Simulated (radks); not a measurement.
Species: V3+. Configuration: [Ar] 3d2 (the NIST ground configuration).

All-electron calculation, scalar-relativistic Kohn-Sham, PBEsol, spin-polarised, spherical densities, point nucleus; open shells are filled with parallel spins first. Program: a radial shooting solver on a logarithmic mesh with Libxc functionals.

Energy parts (eV):
total: -25746.266
kinetic: 25983.836
electron-nucleus: -60633.878
Hartree: 10080.756
exchange-correlation: -1176.980

Orbitals (lengths in bohr, moments of r in powers of bohr; <r^-3> diverges for s and p1/2):
orbital,occ.,eigenvalue (eV),<1/r>,<r^-3>,<r^2>,<r>
1s up,1,-5392.758,22.82,-,0.005946,0.06649
1s down,1,-5392.769,22.82,-,0.005946,0.06649
2s up,1,-637.0423,4.792,-,0.1126,0.3087
2s down,1,-636.1906,4.797,-,0.1124,0.3083
2p up,3,-537.8145,4.696,309.9,0.09282,0.2744
2p down,3,-537.1599,4.700,310.5,0.09255,0.2741
3s up,1,-104.5212,1.503,-,1.011,0.9375
3s down,1,-102.2513,1.501,-,1.014,0.9386
3p up,3,-78.1170,1.380,38.30,1.155,0.9931
3p down,3,-75.8745,1.376,38.04,1.161,0.9954
3d up,2,-37.8332,1.095,3.262,1.695,1.169
3d down,0,-35.6675,1.086,3.213,1.746,1.185

The highest occupied level is 3d up at -37.833 eV. Summed over all electrons, <r^2> = 13.16 bohr^2, which gives a Langevin (diamagnetic) susceptibility term of -10.4 x 10^-6 cm^3/mol.
